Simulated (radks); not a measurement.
The numbers below are computed, except where a source is named.
Problem. The mean radii <r> (bohr) of the occupied orbitals of an atom or ion are listed with their occupations. Level of theory: scalar-relativistic Kohn-Sham, LDA (Slater exchange, Perdew-Wang correlation), spin-unpolarised, spherical densities, point nucleus (a radial shooting solver on a logarithmic mesh with Libxc functionals).

orbital  occ.      <r>
1s          2  0.02038
2s          2  0.08651
2p          6  0.07674
3s          2   0.2256
3p          6   0.2247
3d         10   0.2039
4s          2   0.5080
4p          6   0.5387
4d         10   0.5823
5s          2    1.229
5p          6    1.439
4f         11   0.7683
6p          1    3.827

Name the element and its charge.

Solution. Z = 68, erbium, charge +2: Er2+ in [Xe] 4f11 6p1. The 1s radius gives Z: for a bare nucleus <r> = (2 gamma + 1)/(2Z) with gamma = sqrt(1 - (Z/c)^2), 0.02012 bohr for Z = 68, and screening makes it slightly larger (0.02038 here). The occupations add up to 66, and the charge is Z minus that.
